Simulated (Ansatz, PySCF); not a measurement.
Zn(OH)2 (H₂O₂Zn), SMILES [OH][Zn][OH]. Atoms are numbered in the order given.

```xyz
5

Zn     0.0000     0.0000    -0.2430
O      0.0000     1.7670    -0.3753
H      0.0000     2.2305     0.4698
O      0.0000    -1.7670    -0.3753
H      0.0000    -2.2305     0.4698
```

Geometry: TPSSh-D3(BJ)/def2-TZVP. The isomer is the one that the SMILES or the coordinates give; other isomers of the formula were not compared. The values are those of a single conformer.

Two levels are set side by side: PBE-D3(BJ)/def2-TZVP (Ansatz, a program for electronic structure) and TPSSh-D3(BJ)/def2-TZVP (PySCF). Each level has its own optimised geometry; the coordinates shown are those of the second. Differences are taken from unrounded values.

| quantity | TPSSh-D3(BJ) | PBE-D3(BJ) | PBE-D3(BJ) minus TPSSh-D3(BJ) |
|---|---|---|---|
| mean bond length (Å) | 1.368 | 1.376 | 0.008 |
| bond Zn1–O2 (Å) | 1.772 | 1.781 | 0.009 |
| bond Zn1–O4 (Å) | 1.772 | 1.781 | 0.009 |
| bond O2–H3 (Å) | 0.964 | 0.971 | 0.007 |
| bond O4–H5 (Å) | 0.964 | 0.971 | 0.007 |

Exact exchange shortens and stiffens bonds; PBE has none. Differences between two approximate levels are no errors against the true value.
